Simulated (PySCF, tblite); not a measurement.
Isomers of C5H9ClO. All values are computed: GFN2-xTB (tblite) harmonic vibrations without scaling, gas phase. This tight-binding method is rough: wavenumbers can miss measured ones by several per cent, in bad cases by 10 to 20. One conformer each.

Electronic energies: PBE0-D3(BJ)/def2-SVP at its own geometries (PySCF, gas phase).

```json
{"SMILES": "CCCCC(=O)Cl", "electronic energy, lowest = 0 (kcal/mol)": "2.0"}
{"SMILES": "CC[C@H](C)C(=O)Cl", "electronic energy, lowest = 0 (kcal/mol)": "0.7"}
{"SMILES": "CC(C)(C)C(=O)Cl", "electronic energy, lowest = 0 (kcal/mol)": "0.0"}
```

Task: How do GFN2-xTB zero-point energies change the relative energies?

Result: 
```
           SMILES  ZPE (kcal/mol)  of it from modes above 1550 cm⁻¹  electronic (kcal/mol)  with ZPE, lowest = 0 (kcal/mol)  lowest mode (cm⁻¹)  rings
  CC(C)(C)C(=O)Cl            81.6                              41.8                    0.0                              0.0                  41      0
CC[C@H](C)C(=O)Cl            82.1                              41.5                    0.7                              1.2                  41      0
      CCCCC(=O)Cl            82.0                              41.2                    2.0                              2.4                  44      0
```

The zero-point energies span 0.5 kcal/mol, from `CC(C)(C)C(=O)Cl` to `CC[C@H](C)C(=O)Cl`. The order is unchanged.

Task: And how do the electronic energies of GFN2-xTB itself compare?

Result: `CC(C)(C)C(=O)Cl` 0.0; `CC[C@H](C)C(=O)Cl` 1.8; `CCCCC(=O)Cl` 3.1 kcal/mol, lowest = 0. Against the energies above, taken from the same isomer `CC(C)(C)C(=O)Cl`, the largest difference is 1.1 kcal/mol. The two levels were optimised apart and needn't hold the same conformer.

Task: What do entropy and thermal enthalpy add at 298.15 K and 1 bar (rigid rotor, harmonic oscillator, one conformer each)?

Result: 
```json
{"SMILES": "CC(C)(C)C(=O)Cl", "point group": "Cs", "symmetry number": "1", "S (cal/(mol K))": "91.2", "H − H(0) (kcal/mol)": "6.11", "ZPE + H − H(0) − TS (kcal/mol)": "60.6"}
{"SMILES": "CC[C@H](C)C(=O)Cl", "point group": "C1", "symmetry number": "1", "S (cal/(mol K))": "91.9", "H − H(0) (kcal/mol)": "6.02", "ZPE + H − H(0) − TS (kcal/mol)": "60.7"}
{"SMILES": "CCCCC(=O)Cl", "point group": "Cs", "symmetry number": "1", "S (cal/(mol K))": "93.7", "H − H(0) (kcal/mol)": "6.05", "ZPE + H − H(0) − TS (kcal/mol)": "60.1"}
```
